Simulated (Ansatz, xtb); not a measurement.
# Ligand exchange: KCl + BH(CH3)(OH) → KOH + BH(CH3)Cl

Species: KCl, singlet; BH(CH3)(OH), singlet; KOH `[OH][K]`, singlet; BH(CH3)Cl, singlet. The partners trade Cl for OH: K–Cl and B–OH bonds give way to K–OH and B–Cl.

Shapes, held fixed at every level: PBE0-D4/def2-TZVP. Flexible molecules stand in one conformer, not always the lowest. Programs: Ansatz 0.2.0, xtb 6.7.1. The zero-point and thermal change to 298 K, harmonic and unscaled (PBE0-D4/def2-TZVP), is -7.0 kJ/mol.

| level | kind | ΔH(298 K) (kJ/mol) | less CCSD(T)/def2-TZVPP |
| --- | --- | --- | --- |
| GFN0-xTB | semi-empirical | +32.7 | -160.4 |
| HF/def2-SVP | Hartree–Fock | +241.8 | +48.7 |
| HF/def2-TZVPP | Hartree–Fock | +228.8 | +35.7 |
| wB97M-V/def2-TZVPP | range-separated hybrid | +193.5 | +0.4 |
| wB97X-V/def2-TZVPP | range-separated hybrid | +193.3 | +0.2 |
| MP2/def2-SVP | perturbation theory | +203.2 | +10.1 |
| CCSD/def2-SVP | coupled cluster or CI | +206.5 | +13.4 |
| CCSD(T)/def2-TZVPP | coupled cluster or CI | +193.1 | 0.0 |

The highest level, CCSD(T)/def2-TZVPP, gives ΔH(298 K) = +193.1 kJ/mol; the levels span +32.7 to +241.8. GFN0-xTB strays far from the other rows. The column of differences is taken from that level and isn't an error. No measured value is set beside it here. Correlated rows may include outer-core shells of K, which these sets cover unevenly.
